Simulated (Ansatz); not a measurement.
Mg9S9 (started as a model of: (MgS)9 cage of four- and six-membered rings), relaxed as a singlet with RKS PBE-D4/def2-SVP in Ansatz, starting from the GFN1-xTB geometry. Force threshold 0.03 eV/Å.

Another isomer (singlet) lies 0.34 eV lower at PBE0-D4/def2-TZVP; other spin states weren't run for this one.

Start:

```xyz
18

Mg    2.3882   -2.1438    0.7452
Mg    2.7856    0.6897   -0.2299
Mg    0.9744   -0.3134    2.6918
Mg   -1.4150   -2.4620    0.4699
Mg    0.3972   -1.4600   -2.4504
Mg   -2.5269   -0.9413   -1.8925
Mg   -0.4665    2.2775   -1.7017
Mg   -2.2770    1.2709    1.2185
Mg    0.1388    3.0848    1.1479
S     2.4779   -1.3277   -1.4657
S     3.2088   -0.2584    1.9005
S     0.3763   -2.4938    1.9224
S    -1.3249   -2.9694   -1.8428
S    -0.9558    0.4304   -2.9920
S    -3.0597   -0.7357    0.3950
S     1.6317    2.6448   -0.6234
S    -0.4708    1.4788    2.7650
S    -1.8824    3.2285   -0.0581
```

| step | energy (eV) | largest force component (eV/Å) | SCF passes |
| --- | --- | --- | --- |
| 1 | -146431.3175 | 1.125 | 18 |
| 2 | -146432.0046 | 0.243 | 24 |
| 3 | -146432.0877 | 0.045 | 18 |
| 4 | -146432.0897 | 0.008 | 20 |

Force components are those of the run's own axes.

End:

```xyz
18

Mg    2.292   -2.139    0.686
Mg    2.764    0.701   -0.293
Mg    0.907   -0.329    2.699
Mg   -1.422   -2.431    0.530
Mg    0.434   -1.402   -2.462
Mg   -2.491   -0.851   -1.838
Mg   -0.413    2.245   -1.733
Mg   -2.270    1.216    1.259
Mg    0.198    2.990    1.152
S     2.654   -1.382   -1.592
S     3.187   -0.212    1.905
S     0.373   -2.647    2.084
S    -1.281   -2.980   -1.820
S    -0.979    0.462   -3.211
S    -3.260   -0.802    0.464
S     1.747    2.816   -0.710
S    -0.534    1.552    2.965
S    -1.907    3.192   -0.085
```

By distances, no bond broke or formed. The bond that changes most is Mg9–S18, from 2.36 to 2.45 Å (atoms count from 1).

No frequencies were taken in this run, so the end may be a saddle point.

It took 12 s on 2 threads of AMD EPYC 7R13 on a shared host and a share (18 GiB) of an NVIDIA H100 80GB HBM3, peak host memory 1 GiB.
